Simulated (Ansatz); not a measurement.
Oligo(thiazole): gap (eV) against size, from Ansatz at PBE0-D4/def2-SVP, gas phase, singlets. n counts repeat units. The structures are stationary points that may keep the symmetry of their start.

```json
{"species": "c1csc(-c2cnc(-c3cnc(-c4cncs4)s3)s2)n1", "geometry": "PBE-D4/def2-SVP", "n": "4", "1/n": "0.250", "gap (eV)": "3.40"}
{"species": "c1csc(-c2cnc(-c3cnc(-c4cnc(-c5cnc(-c6cnc(-c7cncs7)s6)s5)s4)s3)s2)n1", "geometry": "PBE-D4/def2-SVP", "n": "7", "1/n": "0.143", "gap (eV)": "2.85"}
{"species": "c1csc(-c2cnc(-c3cnc(-c4cnc(-c5cnc(-c6cnc(-c7cnc(-c8cncs8)s7)s6)s5)s4)s3)s2)n1", "geometry": "PBE-D4/def2-SVP", "n": "8", "1/n": "0.125", "gap (eV)": "2.71"}
{"species": "c1csc(-c2cnc(-c3cnc(-c4cnc(-c5cnc(-c6cnc(-c7cnc(-c8cnc(-c9cncs9)s8)s7)s6)s5)s4)s3)s2)n1", "geometry": "PBE-D4/def2-SVP", "n": "9", "1/n": "0.111", "gap (eV)": "2.63"}
```

**Question.** Fit a straight line in 1/n and predict the value for C30H12N10S10 (n = 10, PBE-D4/def2-SVP geometry).

**Answer.** With x = 1/n and y = gap (eV): mean x = 0.1573, mean y = 2.897; Σ(x − x̄)(y − ȳ) = 0.0657, Σ(x − x̄)² = 0.01198; slope b = 5.484, intercept a = ȳ − b·x̄ = 2.034. The residuals of the fitted rows reach 0.03. At x = 0.100 the line gives 2.034 + (5.484 × 0.100) = 2.58; the run gave 2.59, 0.01 more than the line. R² of the fitted rows is 1.00. The intercept, 2.034 eV, is the line's value for infinite size, a rough extrapolation from members this small. The gap is the Kohn–Sham HOMO–LUMO difference.
